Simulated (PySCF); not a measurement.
How methods differ on the excitation energy of Co

Co [Ar] 3d7 4s2 (4F) → Co [Ar] 3d7 4s1 4p1 (high-spin determinant), as a difference of total energies. Computed with PySCF 2.14 in x2c-TZVPPall (6s5p4d2f1g, 64 functions), with the spin-free X2C one-electron Hamiltonian (Gaussian nucleus). Correlated levels: valence: [Ar] frozen. The calculations carry no spin-orbit coupling.

```tsv
method	excitation energy (eV)
UHF	2.063
MP2 (valence)	2.917
SCS-MP2 (valence)	3.154
CCSD (valence)	3.054
CCSD(T) (valence)	3.120
```

Problem. How much does correlation contribute at CCSD(T) (valence)?

Solution. 3.120 − (2.063) = 1.057 eV, measured against UHF.

A first-order spin-orbit estimate (lowest level to lowest level, LS coupling) adds 0.021 eV.

The basis was made for the ground configuration and has no added diffuse functions, so the excitation energy can come out too high.

The determinant of the upper state mixes LS terms, which raises its energy above the lowest term, most at the Hartree-Fock and MP2 levels.
